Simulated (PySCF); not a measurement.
Atomic charges by several schemes

Cl3Si(SH), Cl3HSSi.
Cartesian coordinates in Å at the PBE0-D3(BJ)/def2-TZVP level; atoms count from 1:
```xyz
6
Cl3HSSi angstrom
S      1.343    0.030   -1.140
Si    -0.394   -0.129    0.038
Cl    -1.074    1.686    0.652
Cl    -1.789   -1.017   -1.137
Cl    -0.095   -1.250    1.706
H      2.032    0.647   -0.163
```

Density: PBE0/pcSseg-2 (PySCF); schemes: Mulliken, IAO, Hirshfeld and ESP-fitted. Isolated species at its PBE0-D3(BJ)/def2-TZVP geometry, gas phase.

Problem. Give the atomic charges in each scheme.

Solution. In e:

```
atom                environment  Mulliken     IAO  Hirshfeld  ESP-fitted
  S1  sulfur bonded to Si and H    -0.166  -0.269     -0.093      -0.167
 Si2     chlorine-bound silicon    +0.770  +0.992     +0.319      +0.063
 Cl3     silicon-bound chlorine    -0.229  -0.283     -0.100      -0.052
 Cl4     silicon-bound chlorine    -0.229  -0.278     -0.091      +0.001
 Cl5     silicon-bound chlorine    -0.229  -0.283     -0.100      -0.051
  H6               S–H hydrogen    +0.082  +0.120     +0.066      +0.207
```

Mean size of the charges over all atoms: IAO 0.371 e, Mulliken 0.284 e, Hirshfeld 0.128 e, ESP-fitted 0.090 e. Each set sums to the total charge, 0, to within 0.001 e. The ESP scheme is a least-squares fit of atom-centred charges to the potential on four shells outside the van der Waals surface, with the total charge fixed.

Lowest charge. The schemes don't all agree: Mulliken Cl3, Cl4 and Cl5 (-0.229); IAO Cl3 and Cl5 (-0.283); Hirshfeld Cl3 and Cl5 (-0.100); ESP-fitted S1 (-0.167).

Highest charge. The schemes don't all agree: Mulliken Si2 (+0.770); IAO Si2 (+0.992); Hirshfeld Si2 (+0.319); ESP-fitted H6 (+0.207).

Problem. How many electrons does the Hirshfeld scheme count on Cl3?

Solution. Z − q = 17 − (-0.100) = 17.100.

Problem. Sum the charges by element, for elements with more than one atom.

Solution. 
```csv
element,atoms,Mulliken,IAO,Hirshfeld,ESP-fitted
Cl,3,-0.687,-0.843,-0.291,-0.102
```
